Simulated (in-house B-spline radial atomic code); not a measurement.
The numbers below are computed, except where a source is named.
# Building a PAW s channel for Al, r_c = 2.51 bohr

Al, [Ne] 3s2 3p1, non-relativistic PBE, spherical and spin-unpolarised, from a B-spline radial code for spherical atoms (atomic units; all potentials screened as in the neutral atom).

Two all-electron partial waves φ1, φ2 are integrated outwards at E1 = ε(3s) = -0.284084 and E2 = E1 + 2 hartree; φ1 is the bound orbital and φ2 has unit norm inside r_c = 2.5099 bohr. Smooth partners are polynomials, r^1(a0 + a1 r² + a2 r⁴ + a3 r⁶), matched to φ and three derivatives at r_c, with no condition on the norm. The local potential is -2.13863 + (0.63681) r² + (-0.0899051) r⁴ + (0.00493205) r⁶ inside 2.072 bohr and the all-electron one outside.

```
wave     φ(r_c)     φ'(r_c)         a0           a1            a2            a3
   1  0.6385642  -0.1529729  0.5194876  -0.04924995  0.0007306019  6.475814e-05
   2   1.027791   0.8214204   -2.52749     1.084816    -0.1275721   0.004663164
```

Inside r_c the overlaps are <φi φj> = [[0.54527, -0.17044], [-0.17044, 1.00000]] and, for the smooth waves, [[0.67456, -0.62006], [-0.62006, 2.62560]]. With χj = (Ej − T − V_local) applied to smooth wave j, the program's quadrature gives the matrix B_ij = <smooth i, χj> as [[0.29008, -1.63040], [-0.73117, 4.74101]].

(1) Check the match of the first wave, and find the augmentation charges q_ij.

(2) B isn't symmetric. Show that D_ij = B_ij + Ej q_ij is.

Solving (T + V_local + Σ p D p) ψ = E (1 + Σ p q p) ψ in a sphere of 9 bohr, whose wall lifts the free-atom level a little, gives these levels:

| all-electron | one projector | two projectors |
| --- | --- | --- |
| -0.283989 | -0.283989 | -0.283989 |
| 0.053921 | 0.052094 | 0.053818 |
| 0.373267 | 0.358742 | 0.372804 |
| 0.848903 | 0.774849 | 0.848095 |
| 1.468500 | 1.233490 | 1.468300 |

(3) What does the second projector gain?

## Answers

(1) At r_c the four terms are 1.30386, -0.77871, 0.07277, 0.04063, which sum to 0.6386, φ1(r_c) to rounding. q_ij is the all-electron overlap less the smooth one: [[-0.12929, 0.44962], [0.44962, -1.62560]]. The smooth first wave has a norm of 0.6746 inside r_c against 0.5453, so q11 is negative and must stay small enough for the overlap operator to be positive.

(2) Integrating by parts gives B12 − B21 = (E1 − E2) q12: -1.63040 − (-0.73117) = -0.89923, and −2 × (0.44962) = -0.89924. So D12 = -1.63040 + (1.715916)(0.44962) = -0.85889 and D21 = -0.73117 + (-0.284084)(0.44962) = -0.85890; D11 = 0.32681, D22 = 1.95162. The projectors, p = (B⁻¹)ᵀ χ, are dual to the smooth waves; det B = 0.18.

(3) With one projector the errors are 0.00, -1.83, -14.53, -74.05 millihartree, and the level at 1.2335 is out of step with the all-electron series: an extra state, or one far too low, so the pairing ends there. With two the errors are 0.00, -0.10, -0.46, -0.81, -0.20 millihartree. The scattering is exact at E1 and at E2 = 1.716, and over all levels compared the largest error is 0.81 millihartree. The lowest eigenvalue of the overlap operator is 0.6414 with one and 0.2413 with two projectors. The smooth orbital alone needs a cutoff of 1.22 hartree for 1 millihartree of kinetic energy, against 4.62 for a norm-conserving Troullier-Martins orbital of the same radius; part of the gain comes from giving up the norm, part from the simpler form.
